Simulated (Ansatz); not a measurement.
Steps of a relaxation of `[O][In]([F])[Cl]` radical with UKS PBE0-D4/def2-TZVP.

```sh
$ ansatz run in.yaml --threads 2 --pin off --events-out ev --progress --plain --max-ram 31744MiB --backend cpu
```

```yaml
crystal:
  periodic: [false, false, false]
  atoms:
    - {symbol: O, position_ang: [1.458551, 0.117582, 1.486290]}
    - {symbol: In, position_ang: [0.053872, -0.077766, 0.032343]}
    - {symbol: F, position_ang: [-0.455167, -1.870396, -0.594312]}
    - {symbol: Cl, position_ang: [-1.001757, 1.770279, -0.944621]}
basis:
  gaussian: {orbitals: def2-TZVP}
magnetization: {spin_polarized: true, initial_magnetization: 1}
hamiltonian: {xc: pbe0, dispersion: d4}
relax: {f_tol: 0.005, max_steps: 150}
```

Positions (Å) and forces (eV/Å) along the path, 5 of 5 steps:

```xyz
4
step=1 energy=-22454.1671 eV
O     1.459    0.118    1.486   -0.538   -0.109   -0.559
In    0.054   -0.078    0.032   -0.047   -0.056   -0.052
F    -0.455   -1.870   -0.594    0.243    0.763    0.294
Cl   -1.002    1.770   -0.945    0.342   -0.598    0.317
4
step=2 energy=-22454.2239 eV
O     1.424    0.106    1.450   -0.012   -0.033   -0.014
In    0.048   -0.065    0.027    0.068   -0.134    0.062
F    -0.438   -1.833   -0.575    0.027    0.034    0.030
Cl   -0.978    1.731   -0.923   -0.083    0.133   -0.078
4
step=3 energy=-22454.2255 eV
O     1.425    0.092    1.450    0.004   -0.014    0.003
In    0.047   -0.061    0.027   -0.006    0.025   -0.005
F    -0.430   -1.832   -0.566    0.005   -0.007    0.005
Cl   -0.986    1.740   -0.931   -0.002   -0.004   -0.002
4
step=4 energy=-22454.2257 eV
O     1.425    0.084    1.450    0.002   -0.005    0.002
In    0.047   -0.056    0.026   -0.005    0.026   -0.004
F    -0.426   -1.830   -0.562    0.000   -0.010   -0.001
Cl   -0.990    1.741   -0.935    0.004   -0.010    0.003
4
step=5 energy=-22454.2258 eV
O     1.426    0.079    1.450    0.000    0.000    0.000
In    0.046   -0.052    0.026    0.000    0.001    0.000
F    -0.424   -1.828   -0.560    0.000    0.000    0.000
Cl   -0.992    1.741   -0.937    0.000    0.000    0.000
```

Run time 53 s (2 threads of an AMD EPYC 7R13 on a shared host); peak host memory 0.68 GiB.
